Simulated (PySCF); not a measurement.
## Correlation energy of Mg (magnesium, neutral)

[Ne] 3d2, high-spin 3F determinant (an excited configuration). All numbers are calculated (PySCF 2.14, no relativity, point nucleus, in aug-cc-pVDZ (5s4p2d, 27 functions)). Frozen: [Ne]; 2 electrons correlated.

With two correlated electrons CCSD is exact within the correlated space (frozen core and kept virtual orbitals).

| level | correlation energy (mhartree) |
| --- | --- |
| CCSD | -0.36 |

Diagnostics: T1 = 0.00097, D1 = 0.0014, largest double amplitude 0.024.

Problem. Is a single reference adequate?

Solution. Yes: T1 lies below 0.03 and no double amplitude reaches 0.07.
